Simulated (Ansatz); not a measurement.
C$_{4}$H$_{8}$Cl$_{2}$F$_{2}$Si$_{2}$ (`C[Si](C)(Cl)/C=C\[Si](F)(F)Cl`) at its PBE0-D4/def2-TZVP geometry, where that method's forces vanish. Total charge 0; spin multiplicity 1.

```json
{"atom": "C1", "x (Å)": "2.042", "y (Å)": "0.872", "z (Å)": "0.479"}
{"atom": "Si2", "x (Å)": "0.289", "y (Å)": "1.219", "z (Å)": "-0.028"}
{"atom": "C3", "x (Å)": "-0.064", "y (Å)": "0.807", "z (Å)": "-1.805"}
{"atom": "Cl4", "x (Å)": "-0.047", "y (Å)": "3.254", "z (Å)": "0.205"}
{"atom": "C5", "x (Å)": "-0.939", "y (Å)": "0.439", "z (Å)": "1.168"}
{"atom": "C6", "x (Å)": "-1.378", "y (Å)": "-0.822", "z (Å)": "1.252"}
{"atom": "Si7", "x (Å)": "-0.876", "y (Å)": "-2.248", "z (Å)": "0.220"}
{"atom": "F8", "x (Å)": "-0.882", "y (Å)": "-3.562", "z (Å)": "1.097"}
{"atom": "F9", "x (Å)": "0.596", "y (Å)": "-2.073", "z (Å)": "-0.342"}
{"atom": "Cl10", "x (Å)": "-2.096", "y (Å)": "-2.570", "z (Å)": "-1.366"}
{"atom": "H11", "x (Å)": "2.214", "y (Å)": "1.173", "z (Å)": "1.514"}
{"atom": "H12", "x (Å)": "2.736", "y (Å)": "1.424", "z (Å)": "-0.159"}
{"atom": "H13", "x (Å)": "2.257", "y (Å)": "-0.195", "z (Å)": "0.385"}
{"atom": "H14", "x (Å)": "-1.112", "y (Å)": "0.993", "z (Å)": "-2.047"}
{"atom": "H15", "x (Å)": "0.169", "y (Å)": "-0.234", "z (Å)": "-2.035"}
{"atom": "H16", "x (Å)": "0.552", "y (Å)": "1.441", "z (Å)": "-2.449"}
{"atom": "H17", "x (Å)": "-1.350", "y (Å)": "1.146", "z (Å)": "1.890"}
{"atom": "H18", "x (Å)": "-2.113", "y (Å)": "-1.062", "z (Å)": "2.022"}
```

Q: For each bond, give half the difference of the two atoms' forces along it (eV/Å; positive pushes the atoms apart) under PBE-D4, r2SCAN-D4, B3LYP-D4, ωB97M-V in def2-TZVPP. (Estimate.)

A: Ansatz gave: 
```
    bond  length (Å)  PBE-D4  r2SCAN-D4  B3LYP-D4  ωB97M-V
  C1–Si2       1.857    0.01       0.00      0.05    -0.03
  C1–H12       1.093    0.10      -0.01     -0.04    -0.04
  C1–H13       1.092    0.10      -0.02     -0.06    -0.03
  Si2–C3       1.859    0.00       0.00      0.06    -0.01
 Si2–Cl4       2.076    0.17       0.05      0.16     0.07
  Si2–C5       1.883   -0.19      -0.10     -0.02     0.05
  C3–H14       1.092    0.10       0.00     -0.04    -0.03
  C3–H16       1.093    0.10       0.00     -0.04    -0.03
   C5–C6       1.338    0.36       0.25      0.07    -0.01
  C5–H17       1.092    0.07      -0.04     -0.11    -0.06
  C6–Si7       1.831   -0.30      -0.13     -0.07    -0.03
  C6–H18       1.091    0.05      -0.04     -0.09    -0.07
  Si7–F8       1.580    0.50       0.05      0.14     0.12
Si7–Cl10       2.026    0.10       0.05      0.14     0.00
```

B3LYP here is the variant with VWN-RPA as its local correlation; programs differ in this.
